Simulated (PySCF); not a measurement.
C4H10O, SMILES C(CO)CC.

Coordinates come from a PBE0-D3(BJ)/def2-SVP optimisation. The values are those of a single conformer.

Level of theory: PBE/def2-TZVP run with PySCF.

Gas-phase values at a fixed geometry.

Q: Estimate the frontier levels, gap, dipole moment and polarisability. (The exact figures need the calculation; the answer reports its results.)

A: 
| Item | Result |
|---|---|
| highest occupied level | -6.09 eV |
| lowest empty level | 0.27 eV |
| orbital gap | 6.36 eV |
| dipole moment | 1.44 D |
| quadrupole, principal values (traceless, Buckingham form, about the centre of nuclear charge) | -5.91, -0.96, 6.87 D·Å |
| mean static polarisability | 57.2 bohr³ (8.47 Å³) |
| polarisability, principal values | 50.1, 53.9, 67.5 bohr³ |
